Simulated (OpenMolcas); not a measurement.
**Ne5+: effect of the IPEA shift**

```yaml
Program: OpenMolcas 26.06
Basis: ANO-RCC [8s7p4d3f2g]
Scalar_Hamiltonian: DKH2, point nucleus
Active_space: 3 electrons in 8 orbitals (2s 2p 3s 3p)
State_averaging: 2S+1 = 4 odd, 1 root; 2S+1 = 2 odd, 3 roots; 2S+1 = 4 even, 3 roots; 2S+1 = 2 even, 9 roots
Spin-orbit_coupling: state interaction with AMFI integrals over the reference wave functions, term energies averaged over their components
```

Methods on the same reference wave functions:
A. CASSCF
B. SS-CASPT2, IPEA 0.25 Eh, imaginary shift 0.1 Eh (closed shells correlated: 1s)
C. SS-CASPT2, IPEA 0.5 Eh, imaginary shift 0.1 Eh (closed shells correlated: 1s)

Energies in cm⁻¹ above 2s² 2p ²P°_1/2, the measured ground level; measured values from NIST levels in Podobedova, Fuhr, Reader and Wiese, J. Phys. Chem. Ref. Data 33, 525 (2004).

```
         Level       A       B       C  Measured
2s² 2p ²P°_1/2     0.0     0.0     0.0       0.0
2s² 2p ²P°_3/2    1272    1272    1272      1310
 2s 2p² ⁴P_1/2   95109   99670   99630          
 2s 2p² ⁴P_3/2   95545  100100  100060          
 2s 2p² ⁴P_5/2   96259  100820  100770          
 2s 2p² ²D_3/2  185072  178960  179030    179021
 2s 2p² ²D_5/2  185077  178970  179040    178992
 2s 2p² ²S_1/2  233204  231010  230980    230853
 2s 2p² ²P_1/2  260601  249780  249970    249292
 2s 2p² ²P_3/2  261463  250630  250830    250112
```

Deviations, from unrounded energies. A percentage is the sum of absolute deviations over the sum of measured energies, with the sign that they share, or ± where signs differ.

| Against measurement | Levels | A | B | C |
| --- | --- | --- | --- | --- |
| mean absolute deviation (cm-1) | 6 | 6200 | 220 | 270 |
| fine structure of the ground term (%) | 1 | -2.9 | -2.9 | -2.9 |
| other configurations (%) | 5 | +3.4 | ±0.1 | +0.1 |

B lies closest to measurement on these levels and A furthest from it. The largest miss of B in the table is 2s 2p² ²P_3/2, by +520 cm-1. The ranking rests on the paired levels alone, and a cruder setting can come out closer through cancelling errors.

Between B and C the level of the table that moves most is 2s 2p² ²P_3/2, by 190 cm-1 (lowest in B, highest in C). Moves below CASPT2's spread within the term are not significant.

The lowest spin-free term lies below A's lowest term by 0.074 hartree in B, 0.074 hartree in C.

CASPT2 breaks the degeneracy within a term, and the mean is taken; among the terms shown or strongly mixed into the levels shown the widest spread is 12 cm-1 (2s 2p² ²P, C). Active for correlation alone: 3p 3s; no level in the range computed is led by a configuration that fills them, so any true level of that kind is missing. Computed and measured levels are paired by configuration, term and J; levels that our copy of the source lacks, or whose pairing is in doubt (as where it misses far off the trend of its configuration), stay unpaired and out of the deviations. Levels of configurations outside the active space are missing. The table leaves out levels that lie high or whose names do not pair safely across all columns.

° marks odd parity.
